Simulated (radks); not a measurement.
The numbers below are computed, except where a source is named.
The nuclear charge of the argon ion Ar+ is varied continuously with 17 electrons held in [Ne] 3s2 3p5. Code: a radial shooting solver on a logarithmic mesh with Libxc functionals. Model: non-relativistic Kohn-Sham, SCAN, spin-unpolarised, spherical densities, point nucleus; meta-GGA in the generalised Kohn-Sham scheme. By the Hellmann-Feynman theorem dE/dZ = E(electron-nucleus)/Z, the electronic potential at the nucleus.

Z = 17.5: E (hartree) -492.97821; E(electron-nucleus)/Z (hartree) -66.8119; HOMO 3p; e(HOMO) (eV) -15.298; <r> HOMO (bohr) 1.678
Z = 17.75: E (hartree) -509.83199; E(electron-nucleus)/Z (hartree) -68.0194; HOMO 3p; e(HOMO) (eV) -18.827; <r> HOMO (bohr) 1.611
Z = 18: E (hartree) -526.98685; E(electron-nucleus)/Z (hartree) -69.2258; HOMO 3p; e(HOMO) (eV) -22.581; <r> HOMO (bohr) 1.551
Z = 18.25: E (hartree) -544.44430; E(electron-nucleus)/Z (hartree) -70.4309; HOMO 3p; e(HOMO) (eV) -26.554; <r> HOMO (bohr) 1.495
Z = 18.5: E (hartree) -562.20304; E(electron-nucleus)/Z (hartree) -71.6350; HOMO 3p; e(HOMO) (eV) -30.744; <r> HOMO (bohr) 1.445
Z = 18.75: E (hartree) -580.26256; E(electron-nucleus)/Z (hartree) -72.8384; HOMO 3p; e(HOMO) (eV) -35.147; <r> HOMO (bohr) 1.398
Z = 19: E (hartree) -598.62195; E(electron-nucleus)/Z (hartree) -74.0412; HOMO 3p; e(HOMO) (eV) -39.761; <r> HOMO (bohr) 1.354

The central difference of E at Z = 18 is -69.225 hartree, to compare with the third column; the second derivative is -4.84 hartree.
